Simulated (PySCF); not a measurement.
Interval between two levels of Au by level of theory

Au [Xe] 4f14 5d10 6s1 [2S1/2, M_J = 1/2] → Au [Xe] 4f14 5d9 6s2 [2D5/2, M_J = 5/2], as a difference of total energies. Computed with PySCF 2.14 in x2c-TZVPall-2c (11s11p10d2f, 108 functions), with the two-component X2C-1e Hamiltonian. Correlated levels: [Kr] 4d10 4f14 frozen; the 34 highest virtual spinors dropped. "Screened" scales the spin-orbit matrix elements by Boettger's factors to mimic the two-electron term; Breit and QED terms are absent.

| method | interval between two levels (cm⁻¹) | error (cm⁻¹) |
| --- | --- | --- |
| GHF (screened spin-orbit) | 10138 | +977 |
| GMP2 (screened spin-orbit) | 8719.3 | -442 |

Reference: 9161.2 cm⁻¹ (measured; NIST Handbook of Basic Atomic Spectroscopic Data (Sansonetti and Martin, J. Phys. Chem. Ref. Data 34, 1559 (2005))).

Errors of the correlated levels include the incompleteness of this basis and the frozen core.
